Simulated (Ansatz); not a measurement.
`[F][SnH]([Cl])[GeH3]` → Cl• + `[F][SnH][GeH3]`•  (homolysis of the Cl–Sn bond)

Gas-phase electronic energies from Ansatz, PBE0-D4/def2-TZVP geometries. CBS: MP2 limit from def2 TZ/QZ plus the TZ coupled-cluster correction, frozen cores. This one scheme is used for every species, atoms too. Functionals use def2-TZVPP. No spin–orbit coupling; open shells (•) take unrestricted orbitals. Spin–orbit coupling would lower the free atoms: a little for Cl. def2 core potentials past Kr. Bonds to Ge, Sn are less sure, by a few kJ/mol each and by 10 to 20 or more in all where they break to atoms, as the def2 sets lack core-valence functions. Scalar relativity is left out up to krypton.

```csv
species,r2SCANh-D4 energy (Eh)
`[F][SnH]([Cl])[GeH3]`,-2853.86904
Cl•,-460.11665
`[F][SnH][GeH3]`•,-2393.60671
```

**Question.** Work out ΔE.

**Answer.** ΔE = (-460.11665) + (-2393.60671) − (-2853.86904) = 0.14568 Eh = +3.96 eV. CCSD(T)/CBS gives +4.18 eV.

Largest T1 diagnostic among the species: 0.015.

From r2SCAN to r2SCAN0 (25 % exact exchange), in def2-TZVPP and without D4, ΔE moves by −0.06 eV: exact exchange takes away binding that semilocal exchange gives to molecules. In def2-TZVPP, CCSD(T) changes the Hartree–Fock value by +0.97 eV (the triples alone add +0.10 eV) and MP2 by +1.20 eV; breaking electron pairs costs correlation energy, which Hartree–Fock lacks. The D4 term adds +0.10 eV with B3LYP and +0.05 eV with PBE0; it sums over pairs of atoms, weighted by their polarisabilities, and B3LYP, whose exchange is more repulsive, gets the larger term.

B3LYP here is the variant with VWN-RPA as its local correlation; programs differ in this.
